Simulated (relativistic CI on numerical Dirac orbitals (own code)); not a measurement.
Calculated at this level of theory: Dirac-Coulomb-Breit CI, orbitals from a KLI potential per configuration, a model potential for QED, unscaled Slater integrals (own radial code, finite nucleus).

CI space: 1s2, 1s 2s, 1s 2p, 1s 3s, 1s 3p, 1s 3d, 1s 4s, 1s 4p, 1s 4d, 1s 4f, 1s 5s, 1s 5p, 1s 5d, 1s 5f, 1s 5g, 1s 6s, 1s 6p, 1s 6d. Levels of other configurations are missing.

At this charge energies of transitions that change n are usually good to better than 1 %, and those within a shell (Δn = 0) to a few per cent.

Outline of the computed level scheme of Si XIII. Lowest level of each configuration: 1s2 1S_0 at 0.00 eV; 1s 2s 3S_1 at 1838.22 eV; 1s 2p 3P°_0 at 1852.38 eV; 1s 3s 3S_1 at 2174.25 eV; 1s 3p 3P°_0 at 2178.14 eV; 1s 3d 3D_1 at 2180.58 eV; 1s 4s 3S_1 at 2289.87 eV; 1s 4p 3P°_0 at 2291.47 eV; 1s 4d 3D_1 at 2292.48 eV.

Some strong electric-dipole decays among the lowest 27 levels: 1s 2p 1P°_1 → 1s2 1S_0 (3.9e+13 s⁻¹); 1s 3p 1P°_1 → 1s2 1S_0 (1.1e+13 s⁻¹); 1s 4p 1P°_1 → 1s2 1S_0 (4.8e+12 s⁻¹); 1s 3d 3D_3 → 1s 2p 3P°_2 (1.9e+12 s⁻¹); 1s 3d 1D_2 → 1s 2p 1P°_1 (1.7e+12 s⁻¹); 1s 3d 3D_2 → 1s 2p 3P°_1 (1.3e+12 s⁻¹); 1s 3d 3D_1 → 1s 2p 3P°_0 (1.1e+12 s⁻¹); 1s 3d 3D_1 → 1s 2p 3P°_1 (7.9e+11 s⁻¹).

LS names give the leading component of a level, which can be under half, so a name can repeat, a term be missing and a line seem to break the LS rules.
